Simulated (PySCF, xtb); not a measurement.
Hf(Cl)3(OH)(OH2) (Cl₃H₃HfO₂), SMILES [OH][Hf](<-[OH2])([Cl])([Cl])[Cl], multiplicity 1.

GFN2-xTB (xtb) at its own geometry gives an orbital gap of 3.22 eV and a dipole moment of 5.76 D.

Coordinates come from a PBE0-D3(BJ)/def2-SVP optimisation. The multiplicity is an assumed one; other spin states were not compared. The def2 effective core potentials stand for the cores of Hf; spin–orbit coupling is left out. One conformer was computed; it need not be the lowest.

Q: What does PBE/def2-TZVP (PySCF) give? (An estimate is asked for; the answer gives what the named calculation found.)

A: gap 5.03 eV (levels -7.27 and -2.23 eV), dipole 4.74 D.
